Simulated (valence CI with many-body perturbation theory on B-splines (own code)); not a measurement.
## Cu¹⁵⁺: what the settings do

Computed by relativistic CI+MBPT: four valence electrons over a frozen Dirac-Fock core [Ne], a basis of 6 s, 6 p, 5 d, 3 f, 1 g functions for each j, with the one-electron correlation potential Σ1, the two-electron term Σ2, the three-electron term Σ3, Breit, model QED; selected CI, second order for the rest, scaled by the run's own slope (own B-spline code, finite nucleus).

No measured levels were compared; by estimate levels of excited configurations hold to 0.05 to 0.15 % of their energy, terms of the ground configuration to about 0.5 %.

The reference run has the lowest level 3s²3p² ³P_0 and an ionisation energy of 517.969 eV. Its largest variational space holds 9990 state functions.

Names give the largest LS component (configuration and term), which can be under half, so a name can repeat, a term be missing and a line seem to break the LS rules; names also repeat where a configuration has a term twice.

Changed runs:
A. Breit term on → off; orbitals per symmetry with explicit Σ2 and valence Breit (the others get mean screening factors) 5 → 3
B. three-electron term on → off
C. scale of Σ1 1 → 0 (bad on purpose)

Excitation energies of the reference run in cm⁻¹, and shifts in cm⁻¹:

```tsv
Level	Reference	A	B	C
3s²3p² ³P_1	18569	+580	-21	-102
3s²3p² ³P_2	32789	+895	-0.6	-141
3s²3p² ¹D_2	72264	+1251	+71	-229
3s²3p² ¹S_0	124048	+1126	+261	-244
3s3p³ ⁵S°_2	275995	+445	-334	+697
3s3p³ ³D°_1	360938	+400	-233	+660
3s3p³ ³D°_2	361414	+478	-232	+650
3s3p³ ³D°_3	368031	+928	-246	+604
3s3p³ ³P°_0	413827	+604	-73	+584
3s3p³ ³P°_1	415720	+797	-83	+570
3s3p³ ³P°_2	417090	+929	-114	+563
3s3p³ ¹D°_2	455392	+1398	-209	+540
Ionisation energy (eV)	517.969	+0.235	+0.126	-0.706
```
